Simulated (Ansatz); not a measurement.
Correlation energies of C$_{6}$H$_{18}$FN$_{3}$Zr, SMILES `C[N](C)[Zr]([F])([N](C)C)[N](C)C` by basis set

```xyz
29

C    -0.575   -2.461    1.640
N     0.295   -1.702    0.773
C     1.666   -2.129    0.841
Zr   -0.653   -0.314   -0.373
F    -2.218   -1.065   -1.263
N    -1.156    1.233    0.849
C    -0.870    1.507    2.231
C    -2.025    2.217    0.249
N     0.704    0.392   -1.713
C     1.011   -0.514   -2.795
C     1.374    1.658   -1.836
H    -0.296   -2.352    2.698
H    -0.565   -3.534    1.401
H    -1.617   -2.124    1.549
H     2.077   -2.012    1.855
H     1.777   -3.190    0.570
H     2.283   -1.540    0.161
H    -0.224    0.731    2.647
H    -0.359    2.473    2.355
H    -1.788    1.547    2.839
H    -2.241    1.969   -0.799
H    -1.573    3.220    0.253
H    -2.994    2.286    0.766
H     0.731   -0.100   -3.775
H     2.083   -0.761   -2.831
H     0.469   -1.463   -2.683
H     1.113    2.170   -2.775
H     2.468    1.540   -1.827
H     1.102    2.315   -1.007
```

Charge 0, multiplicity 1. Correlated methods include outer-core shells of Zr, which these sets cover unevenly. Zr: def2 effective core potential. All single points use the PBE0-D4/def2-TZVP geometry. It is one conformer, not always the lowest. Frozen core, restricted reference, Ansatz 0.2.0.

```
     basis     HF (Eh)  MP2 corr.
  def2-SVP  -546.77689   -1.83045
def2-TZVPP  -547.35658   -2.31645
def2-QZVPP  -547.38454   -2.49999
```

**Question.** Estimate the CCSD correlation energy and the (T) correction in each basis where they were run (hartree).

**Answer.** 
| basis | CCSD corr. | (T) |
| --- | --- | --- |
| def2-SVP | -1.93298 | -0.06257 |
| def2-TZVPP | -2.38857 | -0.10080 |
